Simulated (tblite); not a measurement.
C5H5OS (charge -1).
Geometry (GFN2-xTB, Å), atoms numbered from 1 in this order:
```
atom  x, y, z in Å
C1     3.221   -0.461   -0.106
C2     2.019   -0.535   -0.155
C3     0.632   -0.677   -0.226
C4    -0.270    0.300    0.058
S5     0.085    1.888    0.560
C6    -1.750   -0.039   -0.083
O7    -2.589    1.033    0.228
H8     4.264   -0.355   -0.055
H9     0.263   -1.653   -0.538
H10   -1.988   -0.890    0.579
H11   -1.945   -0.365   -1.121
H12   -1.941    1.752    0.466
```

Level: GFN2-xTB in tblite, geometry and Hessian alike; calculated harmonic values, unscaled, isolated species. Errors from tens to a few hundred cm⁻¹ against measured bands are possible. One conformer, not necessarily the lowest.

Harmonic wavenumbers (cm⁻¹): 43.3, 103.6, 125.1, 282.9, 303.8, 314.4, 420.4, 426.0, 545.1, 561.5, 576.7, 636.4, 704.0, 716.5, 961.0, 1032.1, 1076.3, 1129.8, 1217.8, 1243.2, 1283.3, 1364.6, 1492.9, 1561.3, 2226.2, 2776.0, 2823.7, 2850.1, 2940.7, 3374.0.

A = 4776, B = 1326, C = 1044 MHz; mass 113.006 u (most abundant isotopes); point group Cs, symmetry number 1.

Question: What is the zero-point energy?

Answer: ½Σν̃ = 17556 cm⁻¹ = 210.02 kJ/mol.

Question: What is S at 200 K and 1 bar for an ideal gas of classical rigid rotors and harmonic oscillators?

Answer: Translation 159.52, rotation 113.33, vibration 55.47: S = 328.3 J/(mol K).

Question: And Cp and H(200 K) − H(0)?

Answer: Cp = 95.76 J/(mol K), of which vibrations give 62.51 (their classical limit is 30 R = 249.4); H(200 K) − H(0) = 12.71 kJ/mol without the zero-point energy, 6.06 from vibrations.

Question: Which modes carry the vibrational entropy at 200 K?

Answer: 43.3 cm⁻¹: 18.05; 103.6 cm⁻¹: 10.95; 125.1 cm⁻¹: 9.47; 282.9 cm⁻¹: 3.71; 303.8 cm⁻¹: 3.29; 314.4 cm⁻¹: 3.10 J/(mol K); the other 24 give 6.90 together.

Question: How do the functions run with temperature in this model?

Answer: 
```tsv
T (K)	S (J/(mol K))	Cp (J/(mol K))	H − H(0) (kJ/mol)	G − H(0) (kJ/mol)	ln q(vib)
50	236.6	48.2	1.98	-9.85	0.42
100	274.5	63.1	4.76	-22.69	1.25
298.15	372.0	124.2	23.54	-87.37	4.83
373.15	401.9	142.8	33.58	-116.41	6.21
500	447.5	168.3	53.38	-170.35	8.50
750	522.7	202.5	100.07	-291.96	12.72
1000	584.2	224.6	153.64	-430.56	16.53
```

q(vib) and H(0) count from the zero-point level.

Hindered rotation and anharmonicity are outside this model. Other conformers, if any are populated, would add a mixing term that is left out.
